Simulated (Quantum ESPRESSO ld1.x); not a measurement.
I XXVIII, configuration [Ar] 3d8. Method: scalar-relativistic Kohn-Sham, LDA (Slater exchange, Perdew-Wang correlation), spin-polarised, spherical densities, point nucleus; open shells are filled with parallel spins first; computed with ld1.x of Quantum ESPRESSO 7.5. Some entries of the table are withheld. Estimate them.

orbital  occ.  eigenvalue (eV)  <r> (bohr)
1s up       1         -33964.3     0.02724
1s down     1         -33964.1     0.02724
2s up       1         -6085.81      0.1169
2s down     1         -6080.25      0.1169
2p up       3         -5570.99      0.1022
2p down     3         -5566.63      0.1021
3s up       1         -1932.23      0.3045
3s down     1         -1926.14      0.3049
3p up       3         -1765.54      0.2999
3p down     3         -1759.35      0.3003
3d up       5         -1526.89      0.2720
3d down     3         -1519.55      0.2726
4s up       0              (1)      0.6151
4s down     0              (2)      0.6161
4p up       0         -850.124         (3)
4p down     0         -848.177         (4)

Answer. 
(1) 4s up eigenvalue (eV): -913.479
(2) 4s down eigenvalue (eV): -911.492
(3) 4p up <r> (bohr): 0.6260
(4) 4p down <r> (bohr): 0.6272
